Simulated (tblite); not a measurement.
Species: C₅H₁₃NO₃Si.
Cartesian coordinates in Å at the GFN2-xTB level; atoms count from 1:
```xyz
23
C5H13NO3Si angstrom
C     -3.3075    0.7023    0.8791
N     -2.5002   -0.4058    0.4331
Si    -1.0186   -0.1491   -0.3788
O     -0.5425   -1.6292   -0.8612
C      0.8212   -1.9398   -0.8256
C      1.4795   -1.4923    0.4738
C      1.3696    0.0233    0.6332
O      2.0234    0.6116   -0.4513
C      2.1353    2.0158   -0.3571
O      0.0441    0.4351    0.7254
H     -2.6502    1.4448    1.3224
H     -3.8604    1.1764    0.0607
H     -4.0201    0.3654    1.6330
H     -3.0655   -1.1562    0.0671
H     -1.0151    0.7666   -1.5268
H      0.9051   -3.0257   -0.9378
H      1.3277   -1.4532   -1.6658
H      0.9685   -1.9559    1.3179
H      2.5309   -1.7755    0.4694
H      1.8501    0.3453    1.5773
H      2.6397    2.3405   -1.2643
H      2.7300    2.2976    0.5202
H      1.1502    2.4849   -0.2878
```

Computed values, GFN2-xTB/tblite, gas phase, harmonic and unscaled. Errors from tens to a few hundred cm⁻¹ against measured bands are possible. Modes of hydrogen on silicon can be 10 to 20 % off. One conformer, not necessarily the lowest.

Harmonic wavenumbers (cm⁻¹): 54.2, 62.7, 80.8, 118.3, 153.2, 169.9, 186.0, 203.7, 261.4, 291.5, 313.1, 337.8, 393.0, 466.3, 548.3, 557.6, 675.0, 714.9, 720.7, 760.2, 816.9, 866.7, 907.5, 927.1, 957.4, 1008.4, 1064.6, 1068.3, 1086.7, 1117.5, 1131.7, 1133.7, 1145.4, 1162.6, 1174.0, 1197.4, 1233.2, 1308.6, 1325.5, 1332.3, 1341.9, 1362.4, 1394.0, 1416.1, 1435.3, 1459.8, 1477.9, 1483.2, 1492.3, 1501.9, 2221.3, 2795.6, 2906.8, 2910.9, 2923.9, 2939.3, 2955.0, 2982.8, 2998.9, 3010.3, 3028.9, 3044.8, 3459.4.

A = 1784, B = 879.5, C = 683.0 MHz; mass 163.066 u (most abundant isotopes); point group C1, symmetry number 1.

Task: What is the zero-point energy?

Result: ½Σν̃ = 40788 cm⁻¹ = 116.62 kcal/mol.

Task: Entropy at 298.15 K, 1 bar (ideal gas, RRHO, classical rotation)?

Result: Translation 41.20, rotation 30.08, vibration 36.76: S = 108.0 cal/(mol K).

Task: And Cp and H(298.15 K) − H(0)?

Result: Cp = 45.27 cal/(mol K), of which vibrations give 37.32 (their classical limit is 63 R = 125.2); H(298.15 K) − H(0) = 8.14 kcal/mol without the zero-point energy, 5.77 from vibrations.

Task: Which modes carry the vibrational entropy at 298.15 K?

Result: 54.2 cm⁻¹: 4.66; 62.7 cm⁻¹: 4.37; 80.8 cm⁻¹: 3.87; 118.3 cm⁻¹: 3.13; 153.2 cm⁻¹: 2.63; 169.9 cm⁻¹: 2.44 cal/(mol K); the other 57 give 15.67 together.

Task: What must be added to the electronic energy to get the Gibbs energy at 298.15 K and 1 bar?

Result: ZPE + [H(298.15 K) − H(0)] − T·S = 116.62 + 8.14 − 32.21 = 92.55 kcal/mol.

Hindered rotation and anharmonicity are outside this model. Other conformers, if any are populated, would add a mixing term that is left out. The structure is chiral; the term R ln 2 for an equal mix with its mirror image is left out.
